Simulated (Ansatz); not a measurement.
The first iterations of a band of AlH3O + H4OSn (11 atoms, charge 0, multiplicity 1).

These are results of RKS B3LYP/def2-SVP (Ansatz 0.2.0), not measurements.

```json
{
  "movable images": "5",
  "climbing image": "yes",
  "spring": "5.0 eV/Å²",
  "optimiser": "quadratic models (default)",
  "start path": "through a guess of the saddle point",
  "force threshold": "0.05 eV/Å",
  "iteration limit": "60",
  "end points": "relaxed"
}
```

Image 0:

```xyz
11
Properties=species:S:1:pos:R:3
Sn -0.062 0.572 -0.161
O -0.172 -0.078 1.760
H -0.997 0.170 2.201
H 1.604 0.518 -0.521
H -0.672 2.185 -0.115
H -1.055 -0.419 -1.146
O 0.702 -2.435 0.899
Al 0.800 -4.111 1.164
H 1.479 -4.959 0.017
H 0.215 -4.770 2.486
H 0.360 -1.721 1.479
```

Image 6:

```xyz
11
Properties=species:S:1:pos:R:3
Sn 0.157 -0.348 -0.434
O 0.250 0.176 2.525
H -0.654 0.266 2.855
H 1.567 0.594 -0.220
H -1.335 0.443 -0.142
H 0.134 -1.077 -2.003
O 0.250 -1.936 0.816
Al 0.450 -3.634 0.793
H 0.727 -4.384 -0.577
H 0.347 -4.382 2.184
H 0.309 -0.766 2.266
```

| iteration | highest image above the first end (eV) | largest band force component (eV/Å) |
| --- | --- | --- |
| 1 | 2.277 | 3.585 |
| 2 | 1.191 | 1.791 |
| 3 | 0.905 | 1.831 |
| 4 | 0.711 | 0.662 |
| 5 | 0.648 | 0.670 |
| 6 | 0.595 | 1.460 |
| 7 | 0.537 | 0.527 |
| 8 | 0.442 | 0.481 |

Does the band converge within its limit, and where does its top end?

The run converged. It ended after 24 iterations with the highest image 0.543 eV above the first end. A vibrational analysis at the climbing image gives one clearly imaginary mode, 800i cm⁻¹: a first-order saddle point. The orbitals stay closed-shell, which can raise the energy where a bond breaks towards radicals; this wasn't checked here.

Time of the run: 6.4 min on 2 threads of Arm Neoverse V1 (shared host), peak memory 0.26 GiB.
